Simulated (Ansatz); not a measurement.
Consider the cleavage of the Si–Al bond: `[SiH3]C[O][AlH][SiH3]` + `N[SiH2]F` → `F[SiH2]N[SiH3]` + `[AlH2][O]C[SiH3]`.

Isolated molecules relaxed with PBE0-D4/def2-TZVP in Ansatz; ΔE leaves out vibrations. CCSD(T)/CBS is the MP2 limit (def2-TZVPP, def2-QZVPP) plus CCSD(T) − MP2 in def2-TZVPP, frozen cores. This one scheme is used for every species. DFT in def2-TZVPP. B3LYP here is the variant with VWN-RPA as its local correlation; programs differ in this. Each species was taken in one conformer, which may not be the lowest.

**Question.** Is it downhill or uphill in electronic energy at CCSD(T)/CBS, and by how much? (An estimate is asked.)

**Answer.** Computed: Downhill: ΔE = -44.4 kJ/mol.

**Question.** What do these levels give: PBE-D4, PBE0-D4, B3LYP-D4, B2PLYP, PBE, PBE0, B3LYP, HF/def2-TZVPP, SCS-MP2/def2-TZVPP, CCSD/def2-TZVPP, HF/def2-QZVPP, MP2/CBS(def2)? (An estimate is asked.)

**Answer.** The calculation gave: PBE-D4 -22.3, PBE0-D4 -29.0, B3LYP-D4 -42.9, B2PLYP -47.7, PBE -22.4, PBE0 -29.5, B3LYP -42.9, HF/def2-TZVPP -62.9, SCS-MP2/def2-TZVPP -56.2, CCSD/def2-TZVPP -46.5, HF/def2-QZVPP -64.6, MP2/CBS(def2) -53.8 kJ/mol.

Largest T1 diagnostic among the species: 0.014.

In def2-TZVPP, CCSD(T) changes the Hartree–Fock value by +18.7 kJ/mol (the triples alone add +2.4 kJ/mol) and MP2 by +9.4 kJ/mol. From PBE to PBE0 (25 % exact exchange), in def2-TZVPP and without D4, ΔE moves by −7.1 kJ/mol.
